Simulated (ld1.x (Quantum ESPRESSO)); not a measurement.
# Sn (Z = 50), TM: configuration errors across variants

ld1.x (Quantum ESPRESSO) 7.5 input, shortened:

```
&input
   title='Sn', zed=50., rel=1, dft='PBE', iswitch=3,
   config='[Kr] 4d10 5s2 5p2'
 /
 &inputp
   pseudotype=2, tm=.true., lloc=2,
   nlcc=.false.
 /
3
5S  1  0   2.00   0.00  1.50  1.50  0.0
5P  2  1   2.00   0.00  2.65  2.65  0.0
4D  3  2  10.00   0.00  1.15  1.15  0.0
 &test
   configts(1)='4d10 5s2 5p2'
 /
```

All-electron excitation energies from the reference (eV): (1) 4d10 5s2 5p1 6.875; (2) 4d10 5s2 5p0 20.827; (3) 4d10 5s1 5p0 51.798; (4) 4d10 5s0 5p0 92.924; (5) 4d10 5s1 5p3 6.978; (6) 4d10 5s0 5p4 14.186.

Tests that are not counted but printed errors over 1 eV. “base”: 4d9 5s2 5p2 (solver errors, printed error -11.0 eV). “wave 5s (bound): rc 1.50 bohr becomes 5s (bound): rc 1.20 bohr”: 4d9 5s2 5p2 (solver errors, printed error -16.0 eV). “wave 5s (bound): rc 1.50 bohr becomes 5s (bound): rc 1.54 bohr”: 4d9 5s2 5p2 (solver errors, printed error -31.0 eV). “wave 5s (bound): rc 1.50 bohr becomes 5s (bound): rc 1.76 bohr”: 4d9 5s2 5p2 (solver errors, printed error -12.0 eV). “wave 5s (bound): rc 1.50 bohr becomes 5s (bound): rc 2.28 bohr”: 4d9 5s2 5p2 (solver errors, printed error -14.5 eV).

1 further variants failed, have other tests or too few solved ones, and are left out.

A true bound ghost makes a file unfit for plane-wave use even where its test errors are small: the radial tests pick states by their node count and pass the ghost by. Where a test does run into it, the solver fails or the error is huge.

Errors AE − PS in meV (a dash: test not solved or not reliable):

| change | (1) | (2) | (3) | (4) | (5) | (6) | bound ghosts |
| --- | --- | --- | --- | --- | --- | --- | --- |
| base | -1.1 | -2.0 | +36 | +145 | -1.5 | -5.9 | s, p |
| wave 5s (bound): rc 1.50 bohr becomes 5s (bound): rc 1.20 bohr | -0.8 | -2.9 | +67 | +624 | +63 | +419 | s, p |
| wave 5s (bound): rc 1.50 bohr becomes 5s (bound): rc 1.54 bohr | -1.0 | -0.9 | +37 | +145 | 0.0 | +0.7 | s, p |
| wave 5s (bound): rc 1.50 bohr becomes 5s (bound): rc 1.76 bohr | -0.6 | +1.9 | +36 | +127 | +0.7 | +3.6 | s, p |
| wave 5s (bound): rc 1.50 bohr becomes 5s (bound): rc 2.28 bohr | -0.5 | +2.4 | +35 | +117 | -0.2 | -0.2 | s, p |

Problem. Give the same row for: wave 5s (bound): rc 1.50 bohr becomes 5s (bound): rc 1.92 bohr.

Solution. -0.5, +2.2, +34, +124, +0.7, +4.1; bound ghosts: s, p. Not counted: 4d9 5s2 5p2 (solver errors, printed error -14.5 eV).
